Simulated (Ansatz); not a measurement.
The same molecule with X = O, S, Se. Ansatz, PBE0-D4/def2-TZVP geometries, multiplicity 1. Each molecule was computed in one conformer, which needn't be the lowest.

Scalar relativity is left out up to krypton.

| X | molecule | mean X–C bond length / Å | LUMO energy (ωB97M-V/def2-TZVPP) / eV | LUMO energy (PBE0/def2-TZVPP) / eV | HOMO energy (PBE0/def2-TZVPP) / eV |
| --- | --- | --- | --- | --- | --- |
| S | `C=CCSC=C` | 1.781 | 1.79 | -0.27 | -6.21 |
| Se | `C=CC[Se]C=C` | 1.921 | 1.79 | -0.24 | -6.10 |

**Question.** Give the row for X = O, `C=CCOC=C`. (Estimate.)

**Answer.** The calculation gave: 
| X | molecule | mean X–C bond length / Å | LUMO energy (ωB97M-V/def2-TZVPP) / eV | LUMO energy (PBE0/def2-TZVPP) / eV | HOMO energy (PBE0/def2-TZVPP) / eV |
| --- | --- | --- | --- | --- | --- |
| O | `C=CCOC=C` | 1.380 | 2.11 | -0.03 | -6.76 |

From O to Se the mean X–C bond length rises at each step, by 0.541 Å in all; the LUMO energy (ωB97M-V/def2-TZVPP) isn't monotonic: highest at O, lowest at S; the LUMO energy (PBE0/def2-TZVPP) isn't monotonic: highest at O, lowest at S; the HOMO energy (PBE0/def2-TZVPP) rises at each step, by 0.66 eV in all. Bonds lengthen as the atom grows down the group.

Spin–orbit coupling is left out; it splits and shifts lone-pair levels of the heavy atoms by tenths of an eV.
